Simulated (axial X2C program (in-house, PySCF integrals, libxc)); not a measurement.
# BeI⁺: cheaper levels and CCSD(T), with spin–orbit coupling

All values were computed with an axial X2C code built on PySCF integrals. Two-component (2c) means X2C with spin–orbit coupling and atomic mean-field two-electron Coulomb and Gaunt terms. Basis: I dyall-cv3z [11s12p8d4f1g], Be dyall-cv3z [8s8p3d1f] (cores contracted in-house); Gaussian nuclei, density fitting, unrestricted open shells. Masses: I 126.904 u, Be 9.012 u.

State: Ω = 0 (closed shell); fragments I + Be+.

```csv
level,Re (Å),ωe (cm⁻¹),De (eV)
HF,2.084,736.4,1.89
MP2,2.079,751.7,3.21
CCSD,2.082,737.6,3.13
M06,2.073,727.6,3.26
```

Correlated methods: 8 electrons correlated (number of frozen shells: I 4 s, 3 p, 2 d; Be 1 s), 226 virtual spin orbitals or spinors in MP2, 90 natural virtuals in coupled cluster.

CCSD(T), same Hamiltonian and basis:

Re = 2.084 Å, ωe = 736.2 cm⁻¹, De = 3.26 eV; T1 = 0.017 (Lee–Taylor normalisation).

**Question.** Give the differences from CCSD(T) in the columns below.

**Answer.** 

```tsv
level	ΔRe (Å)	Δωe (cm⁻¹)	ΔDe (eV)
HF	0.000	0	-1.37
MP2	-0.005	16	-0.05
CCSD	-0.002	1	-0.13
M06	-0.011	-9	0.00
```

The state is one determinant whose occupation by symmetry is held fixed; it was picked as the lowest of a PBE0 search that is not exhaustive. Closed shells are restricted here (equal orbitals for both partners); the stretched side of such a curve lies too high. De is counted from the lowest determinant-based energies of the atoms at the same level, without counterpoise correction. CCSD and (T) use frozen natural virtuals with an MP2 correction for the truncation; (T) itself is uncorrected, so its De runs slightly low. Without a current term, density functionals place determinants with orbital angular momentum somewhat too high.
